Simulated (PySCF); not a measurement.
B(CCH)2(H) (C4H3B), SMILES C#CBC#C. Geometry optimised at B3LYP-D3(BJ)/def2-SVP.

Computed equilibrium geometry at B3LYP-D3(BJ)/def2-SVP (PySCF confirms it by a frequency run) as a Z-matrix, and its point group:
point group C2v.
```
B
H 1 1.2071
C 1 1.5152 2 119.20
C 3 1.2203 2 152.47 1 180.00
H 4 1.0749 2 161.91 1 180.00
C 1 1.5152 2 119.20 3 180.00
C 6 1.2203 2 152.47 1 180.00
H 7 1.0749 2 161.91 1 180.00
```
